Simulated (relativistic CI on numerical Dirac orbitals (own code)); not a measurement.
## Judd-Ofelt analysis for Tm³⁺

Calculated at this level of theory: Dirac-Coulomb-Breit CI, separate exchange-only KLI orbitals for each configuration, QED by a radiative potential, valence Slater integrals scaled by 0.85 (own radial code, finite nucleus).

Configuration 4f12 alone, in intermediate coupling. Take Ω₂ = 5.1, Ω₄ = 3.23, Ω₆ = 5.72 (10⁻²⁰ cm²) and refractive index n = 1.72 as given. A_ED = 64π⁴e²ν³ n(n² + 2)²/[27h(2J + 1)] Σ Ω_λ |U^λ|², in Gaussian units with ν in cm⁻¹, and A_MD is n³ times the free-ion magnetic-dipole rate; a dash marks a rate that is forbidden or under 2 % of the level's free-ion decay.

Emitting level 1D_2 at 29688 cm⁻¹ (radiative decay alone: multiphonon quenching in a host is left out, and the level can lie too high or too low):

| To | ν (cm⁻¹) | U² squared | U⁴ squared | U⁶ squared | Free-ion A(M1) (s⁻¹) |
| --- | --- | --- | --- | --- | --- |
| 3H_6 | 29688 | 0.0000 | 0.2636 | 0.0762 | - |
| 3F_4 | 24009 | 0.5455 | 0.0709 | 0.0347 | - |
| 3H_5 | 21582 | 0.0000 | 0.0004 | 0.0196 | - |
| 3H_4 | 17205 | 0.1104 | 0.0062 | 0.2004 | - |
| 3F_3 | 14786 | 0.1362 | 0.0547 | 0.0000 | 20.3 |
| 3F_2 | 13939 | 0.0593 | 0.2942 | 0.0000 | 10.9 |
| 1G_4 | 9209 | 0.2215 | 0.1692 | 0.0001 | - |

(1) Give the rates, branching ratios and the radiative lifetime.

## Answers

(1) The rates are:

| To | λ (nm) | A_ED (s⁻¹) | A_MD (s⁻¹) | β (%) |
| --- | --- | --- | --- | --- |
| 3H_6 | 337 | 22900 | 0 | 35.2 |
| 3F_4 | 417 | 30200 | 0 | 46.4 |
| 3H_5 | 463 | 775 | 0 | 1.2 |
| 3H_4 | 581 | 5990 | 0 | 9.2 |
| 3F_3 | 676 | 1910 | 103 | 3.1 |
| 3F_2 | 717 | 2310 | 55.4 | 3.6 |
| 1G_4 | 1086 | 890 | 0 | 1.4 |

τ_rad = 1.54e-05 s. Computed level positions enter as ν³, so measured ones would change the rates. For the strongest line (417 nm) and an assumed effective width Δλ = 5.2 nm (300 cm⁻¹), the Füchtbauer-Ladenburg formula σ = λ⁴A/(8πcn²Δλ) gives a peak emission cross-section of 7.8 × 10⁻²⁰ cm². The line to 3F_4 has a large U² element and is therefore hypersensitive to the surroundings through Ω₂.
